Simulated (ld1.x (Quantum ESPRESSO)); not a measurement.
## Transferability test, TM semilocal potential for promethium (Pm)

| Item | Value |
| --- | --- |
| Element | Pm (Z = 61) |
| Generator | ld1.x (Quantum ESPRESSO) 7.5 |
| Type | norm-conserving Troullier–Martins (semilocal form) |
| Functional | revPBE |
| Relativity | scalar-relativistic |
| Frozen core | [Kr] 4d10 5s2 |
| Valence charge | 13 |
| Reference configuration | 4f5 5p6 5d1 6s1 6p0 |
| Partial waves | 5p (bound): rc 2.70 bohr; 5d (bound): rc 3.35 bohr; 4f (bound): rc 0.80 bohr; 6s (bound): rc 3.60 bohr |
| Local potential | the s channel |
| Core correction | Bessel-smoothed model core, default radius (core density twice the valence density) |

Energies are relative to the spin-unpolarised reference configuration 4f5 5p6 5d1 6s1 6p0; without spin polarisation the order of configurations can differ from experiment. Not all tests gave a result: 1 of 7 tests not solved or not reliable. Left out of the table: 4f5 5p6 5d0 6s0 6p2 (solver errors, printed error -787 eV).

```
valence configuration  charge  ΔE all-electron (eV)  error AE − PS (meV)
  4f5 5p6 5d0 6s1 6p0      +1                 3.949                 +1.5
4f5 5p6 5d0 6s1.5 6p0    +0.5                 0.465                 -2.8
  4f4 5p6 5d0 6s0 6p0      +3                37.903                 +115
  4f5 5p5 5d0 6s2 6p0      +1                25.656                 -139
```

**Question.** What are ΔE and the potential's error for 4f5 5p6 5d0 6s2 6p0?

**Answer.** ΔE = -1.845 eV all-electron; the error (AE − PS) is -7.5 meV.

**Question.** What are ΔE and the potential's error for 4f5 5p6 5d0 6s0 6p0?

**Answer.** ΔE = 14.772 eV all-electron; the error (AE − PS) is -7.9 meV.

These tests converged, but a pseudo level misses the all-electron one widely, so the file describes the atom poorly there or has found another state: 4f5 5p6 5d0 6s1 6p0: empty 6p by 3.3 eV; 4f5 5p6 5d0 6s0 6p0: empty 6p by 6.9 eV; 4f5 5p5 5d0 6s2 6p0: empty 6p by 4.1 eV.
